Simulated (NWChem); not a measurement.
System: SrH5SO2F; SMILES [OH2]->[Sr](<-[OH2])([F])[SH]

Here is an NWChem input.

```
start job
memory heap 200 mb stack 900 mb global 1100 mb
geometry units angstroms noautoz
  Sr     0.283238    -0.002848    -0.407372
  F      0.407000     2.085275     0.330652
  S      1.233148    -2.566526     0.464182
  H      1.251591    -2.255540     1.780766
  O     -1.576883    -1.638226    -0.276916
  H     -2.443992    -2.036377    -0.158296
  H     -0.887191    -2.290185     0.050054
  O      0.978819     1.763311    -2.022809
  H      1.538299     2.282669    -2.604856
  H      0.841554     2.265334    -1.158359
end
basis spherical
  * library def2-svp
end
ecp
  Sr library def2-ecp
end
dft
  xc scan
  grid xfine
  iterations 150
  mulliken
end
task dft gradient
```

Excerpt of the output:

```
             Northwest Computational Chemistry Package (NWChem) 7.3.0
             --------------------------------------------------------

 C1  symmetry detected

                             Geometry "geometry" -> ""
                             -------------------------

 Output coordinates in angstroms (scale by  1.889725989 to convert to a.u.)

  No.       Tag          Charge          X              Y              Z
 ---- ---------------- ---------- -------------- -------------- --------------
    1 Sr                  38.0000    -0.07872473     0.29224745    -0.01354556
    2 F                    9.0000     0.14019043     2.09387263     1.26178850
    3 S                   16.0000     0.94115192    -2.38992780    -0.00058932
    4 H                    1.0000     1.10501757    -2.45823991     1.34065166
    5 O                    8.0000    -1.92579618    -1.35748424    -0.14861054
    6 H                    1.0000    -2.77781086    -1.79301496    -0.05449946
    7 H                    1.0000    -1.20952591    -2.05851845    -0.09254894
    8 O                    8.0000     0.45020304     2.45466372    -1.13469610
    9 H                    1.0000     0.94692126     3.12867023    -1.60428693
   10 H                    1.0000     0.41153811     2.69225527    -0.15479924

 Effective nuclear repulsion energy (a.u.)     487.8182368217

                                 NWChem DFT Module
                                 -----------------

 Summary of "ao basis" -> "ao basis" (spherical)
 ------------------------------------------------------------------------------
       Tag                 Description            Shells   Functions and Types
 ---------------- ------------------------------  ------  ---------------------
 Sr                         def2-svp                 9       23   4s3p2d
 F                          def2-svp                 6       14   3s2p1d
 S                          def2-svp                 8       18   4s3p1d
 H                          def2-svp                 3        5   2s1p
 O                          def2-svp                 6       14   3s2p1d

            General Information
            -------------------
          SCF calculation type: DFT
          Wavefunction type:  closed shell.
          No. of atoms     :    10
          No. of electrons :    56
           Alpha electrons :    28
            Beta electrons :    28
          Charge           :     0
          Spin multiplicity:     1
          Use of symmetry is: off; symmetry adaption is: off
          Maximum number of iterations: 150
          AO basis - number of functions:   108
                     number of shells:    50
          Convergence on energy requested:  1.00D-06
          Convergence on density requested:  1.00D-05
          Convergence on gradient requested:  5.00D-04

              XC Information
              --------------
                         SCAN Method XC Functional
                  SCAN metaGGA Exchange Functional  1.000
                        SCAN Correlation Potential  1.000

             Grid Information
             ----------------
          Grid used for XC integration:  xfine
          Radial quadrature: Mura-Knowles
          Angular quadrature: Lebedev.
          Tag              B.-S. Rad. Rad. Pts. Rad. Cut. Ang. Pts.
          ---              ---------- --------- --------- ---------
          Sr                  2.00      205          11.0      1454
          F                   0.50      100          13.0      1454
          S                   1.00      125          14.0      1454
          H                   0.35      100          15.0      1202
          O                   0.60      100          14.0      1454
          Grid pruning is: on
          Number of quadrature shells:  1130
          Spatial weights used:  Erf1

      Superposition of Atomic Density Guess
      -------------------------------------

 Sum of atomic energies:        -683.39917538

      Non-variational initial energy
      ------------------------------

 Total energy =    -679.530145
 1-e energy   =   -1393.338343
 2-e energy   =     488.986559
 HOMO         =      -0.331659
 LUMO         =      -0.089423

     ---------------------------------------------
      Total Density - Mulliken Population Analysis
     ---------------------------------------------

    Atom       Charge   Shell Charges
 -----------   ------   -------------------------------------------------------
    1 Sr  10     8.71   0.74  1.23  0.25  0.03  5.87  0.22  0.06  0.21  0.10
    2 F    9     9.82   1.99  1.16  0.82  3.61  2.24  0.00
    3 S   16    16.80   2.00  1.99  1.20  0.67  5.94  1.88  3.09  0.02
    4 H    1     0.78   0.57  0.17  0.03
    5 O    8     8.65   1.99  1.09  0.61  3.07  1.90  0.00
    6 H    1     0.64   0.52  0.06  0.06
    7 H    1     0.68   0.51  0.11  0.06
    8 O    8     8.66   1.99  1.08  0.62  3.07  1.90  0.00
    9 H    1     0.64   0.52  0.06  0.06
   10 H    1     0.63   0.50  0.07  0.06

   convergence    iter        energy       DeltaE   RMS-Dens  Diis-err
 ---------------- ----- ----------------- --------- --------- ---------
 d= 0,ls=0.0,diis     1   -681.8856038311 -9.07D+02  1.90D-02  1.23D+00
 d= 0,ls=0.0,diis     2   -681.5248908286  3.61D-01  1.23D-02  5.38D+00
 d= 0,ls=0.0,diis     3   -682.0127880297 -4.88D-01  2.92D-03  1.52D-01
 d= 0,ls=0.0,diis     4   -682.0238644914 -1.11D-02  9.73D-04  4.09D-02
 d= 0,ls=0.0,diis     5   -682.0275848265 -3.72D-03  3.12D-04  1.28D-03
  Resetting Diis
 d= 0,ls=0.0,diis     6   -682.0277113860 -1.27D-04  1.14D-04  1.41D-04
 d= 0,ls=0.0,diis     7   -682.0277335679 -2.22D-05  2.49D-05  2.17D-06
 d= 0,ls=0.0,diis     8   -682.0277331578  4.10D-07  1.44D-05  6.77D-06
 d= 0,ls=0.0,diis     9   -682.0277338123 -6.54D-07  2.75D-06  9.12D-08

         Total DFT energy =     -682.027733812285
      One electron energy =    -1400.750828494593
           Coulomb energy =      553.564601705795
    Exchange-Corr. energy =      -59.663145708607
 Nuclear repulsion energy =      224.821638685120

 Numeric. integr. density =       56.000000117014

                       DFT Final Molecular Orbital Analysis
                       ------------------------------------

 Vector   26  Occ=2.000000D+00  E=-2.726048D-01
              MO Center=  1.6D-01,  2.1D+00,  9.4D-01, r^2= 1.3D+00
   Bfn.  Coefficient  Atom+Function         Bfn.  Coefficient  Atom+Function
  ----- ------------  ---------------      ----- ------------  ---------------
    27      0.580153   2 F  px               30     -0.426048   2 F  px
    88      0.197048   8 O  px               91      0.151658   8 O  px
    29     -0.119272   2 F  pz               28     -0.112739   2 F  py
    90      0.097420   8 O  pz               32      0.084818   2 F  pz
    31      0.081396   2 F  py               89     -0.074777   8 O  py

 Vector   27  Occ=2.000000D+00  E=-1.975752D-01
              MO Center=  8.7D-01, -2.2D+00,  3.8D-02, r^2= 2.1D+00
   Bfn.  Coefficient  Atom+Function         Bfn.  Coefficient  Atom+Function
  ----- ------------  ---------------      ----- ------------  ---------------
    49      0.543591   3 S  py               46      0.374654   3 S  py
    48     -0.241526   3 S  px               43      0.218819   3 S  py
     3      0.188164   1 Sr s                 6      0.166403   1 Sr py
    45     -0.162001   3 S  px                2     -0.114617   1 Sr s
    50      0.096590   3 S  pz               42     -0.094974   3 S  px

 Vector   28  Occ=2.000000D+00  E=-1.915870D-01
              MO Center=  8.1D-01, -2.3D+00,  1.3D-02, r^2= 2.0D+00
   Bfn.  Coefficient  Atom+Function         Bfn.  Coefficient  Atom+Function
  ----- ------------  ---------------      ----- ------------  ---------------
    48      0.556461   3 S  px               45      0.370513   3 S  px
    49      0.249088   3 S  py               42      0.216762   3 S  px
    46      0.171584   3 S  py               43      0.099902   3 S  py
    65     -0.098788   5 O  py               63      0.096605   5 O  s
    81     -0.091607   7 H  s                11      0.086771   1 Sr px

 Vector   29  Occ=0.000000D+00  E=-3.583423D-02
              MO Center= -3.4D-01,  2.0D-01, -3.4D-01, r^2= 8.7D+00
   Bfn.  Coefficient  Atom+Function         Bfn.  Coefficient  Atom+Function
  ----- ------------  ---------------      ----- ------------  ---------------
     4      1.046327   1 Sr s                 2     -0.272713   1 Sr s
    18      0.249445   1 Sr d  2             16      0.184056   1 Sr d  0
    41     -0.170633   3 S  s                63     -0.169102   5 O  s
    87     -0.153548   8 O  s                40     -0.117402   3 S  s
    13     -0.103627   1 Sr pz               62     -0.102960   5 O  s

 Vector   30  Occ=0.000000D+00  E= 1.012906D-02
              MO Center= -2.6D-01, -1.8D-02, -7.2D-01, r^2= 7.4D+00
   Bfn.  Coefficient  Atom+Function         Bfn.  Coefficient  Atom+Function
  ----- ------------  ---------------      ----- ------------  ---------------
    13      0.382654   1 Sr pz               12      0.376792   1 Sr py
    16     -0.353043   1 Sr d  0             57     -0.350779   4 H  s
    41      0.309168   3 S  s                11     -0.297189   1 Sr px
    17     -0.270937   1 Sr d  1             21     -0.260750   1 Sr d  0
    15     -0.202001   1 Sr d -1             14     -0.182735   1 Sr d -2

 Vector   31  Occ=0.000000D+00  E= 1.755539D-02
              MO Center= -4.2D-01, -1.3D-01,  4.9D-01, r^2= 1.1D+01
   Bfn.  Coefficient  Atom+Function         Bfn.  Coefficient  Atom+Function
  ----- ------------  ---------------      ----- ------------  ---------------
    13     -0.766923   1 Sr pz               12      0.745269   1 Sr py
    11      0.296357   1 Sr px                4     -0.170944   1 Sr s
    63      0.162195   5 O  s                 7      0.146846   1 Sr pz
    87     -0.144989   8 O  s                41      0.141008   3 S  s
    76     -0.139378   6 H  s                50      0.136941   3 S  pz

     ---------------------------------------------
      Total Density - Mulliken Population Analysis
     ---------------------------------------------

    Atom       Charge   Shell Charges
 -----------   ------   -------------------------------------------------------
    1 Sr  10     9.22   0.74  1.23  0.24 -0.02  5.87  0.29  0.12  0.51  0.22
    2 F    9     9.52   1.99  1.11  0.86  3.32  2.24  0.00
    3 S   16    16.52   2.00  1.99  1.18  0.72  5.93  1.79  2.89  0.02
    4 H    1     0.92   0.70  0.18  0.03
    5 O    8     8.34   1.99  1.07  0.63  2.89  1.76  0.01
    6 H    1     0.79   0.67  0.04  0.07
    7 H    1     0.79   0.61  0.10  0.07
    8 O    8     8.37   1.99  1.06  0.64  2.89  1.77  0.01
    9 H    1     0.79   0.68  0.05  0.07
   10 H    1     0.76   0.60  0.08  0.08

     -------------------------------------------
      Total Density - Lowdin Population Analysis
     -------------------------------------------

    Atom       Charge   Shell Charges
 -----------   ------   -------------------------------------------------------
    1 Sr  10     9.65   0.81  1.04  0.28  0.08  5.39  0.83  0.25  0.59  0.39
    2 F    9     9.40   1.98  1.03  0.83  3.22  2.34  0.00
    3 S   16    16.16   2.00  1.95  0.96  0.70  5.81  1.91  2.80  0.03
    4 H    1     1.01   0.61  0.31  0.09
    5 O    8     8.07   1.97  0.85  0.57  2.70  1.96  0.01
    6 H    1     0.89   0.55  0.16  0.18
    7 H    1     0.94   0.51  0.22  0.21
    8 O    8     8.08   1.97  0.85  0.57  2.70  1.97  0.01
    9 H    1     0.89   0.55  0.16  0.18
   10 H    1     0.92   0.50  0.19  0.23

     Multipole analysis of the density
     ---------------------------------

     L   x y z        total         alpha         beta         nuclear
     -   - - -        -----         -----         ----         -------
     0   0 0 0      0.000000    -28.000000    -28.000000     56.000000

     1   1 0 0     -1.244927     -2.705218     -2.705218      4.165509
     1   0 1 0      0.783350      8.123421      8.123421    -15.463493
     1   0 0 1     -0.824391     -0.770559     -0.770559      0.716727

     2   2 0 0    -34.346898   -119.249447   -119.249447    204.151997
     2   1 1 0      9.289341     -4.287588     -4.287588     17.864517
     2   1 0 1     -0.794853     -0.323397     -0.323397     -0.148059
     2   0 2 0    -44.971408   -424.548525   -424.548525    804.125643
     2   0 1 1     -8.368732      5.369614      5.369614    -19.107960
     2   0 0 2    -38.261363    -71.293890    -71.293890    104.326418

            General Information
            -------------------
          SCF calculation type: DFT
          Wavefunction type:  closed shell.
          No. of atoms     :    10
          No. of electrons :    56
           Alpha electrons :    28
            Beta electrons :    28
          Charge           :     0
          Spin multiplicity:     1
          Use of symmetry is: off; symmetry adaption is: off
          Maximum number of iterations: 150
          AO basis - number of functions:   108
                     number of shells:    50
          Convergence on energy requested:  1.00D-06
          Convergence on density requested:  1.00D-05
          Convergence on gradient requested:  5.00D-04

              XC Information
              --------------
                         SCAN Method XC Functional
                  SCAN metaGGA Exchange Functional  1.000
                        SCAN Correlation Potential  1.000

             Grid Information
             ----------------
          Grid used for XC integration:  xfine
          Radial quadrature: Mura-Knowles
          Angular quadrature: Lebedev.
          Tag              B.-S. Rad. Rad. Pts. Rad. Cut. Ang. Pts.
          ---              ---------- --------- --------- ---------
          Sr                  2.00      205          11.0      1454
          F                   0.50      100          13.0      1454
          S                   1.00      125          14.0      1454
          H                   0.35      100          15.0      1202
          O                   0.60      100          14.0      1454
          Grid pruning is: on
          Number of quadrature shells:  1130
          Spatial weights used:  Erf1

          Convergence Information
          -----------------------
          Convergence aids based upon iterative change in
          total energy or number of iterations.
          Levelshifting, if invoked, occurs when the
          HOMO/LUMO gap drops below (HL_TOL):  1.00D-02
          DIIS, if invoked, will attempt to extrapolate
          using up to (NFOCK): 10 stored Fock matrices.

                    Damping( 0%)  Levelshifting(0.5)       DIIS
                  --------------- ------------------- ---------------
          dE  on:    start            ASAP                start
          dE off:    2 iters        150 iters           150 iters

[...]

                         DFT ENERGY GRADIENTS

    atom               coordinates                        gradient
                 x          y          z           x          y          z
   1 Sr     -0.148768   0.552268  -0.025597    0.000631  -0.000472   0.000503
   2 F       0.264922   3.956846   2.384435    0.000017  -0.000002  -0.000284
   3 S       1.778519  -4.516309  -0.001114    0.000002   0.000444  -0.000006
   4 H       2.088180  -4.645400   2.533464    0.000092   0.000030   0.000027
   5 O      -3.639227  -2.565273  -0.280833    0.000855  -0.004824   0.000416
   6 H      -5.249301  -3.388307  -0.102989    0.001925   0.001430  -0.000173
   7 H      -2.285673  -3.890036  -0.174892   -0.003512   0.002876  -0.000428
   8 O       0.850760   4.638642  -2.144265    0.001138   0.003168   0.001826
   9 H       1.789422   5.912329  -3.031663   -0.001099  -0.001900   0.000974
  10 H       0.777694   5.087625  -0.292528   -0.000048  -0.000750  -0.002857
```

Level: SCAN/def2-SVP with def2 effective core potentials on Sr. All runs use the structure optimised with PBE0/def2-SVP. No frequency run checked for a minimum. def2 effective core potentials on Sr; no spin-orbit coupling.
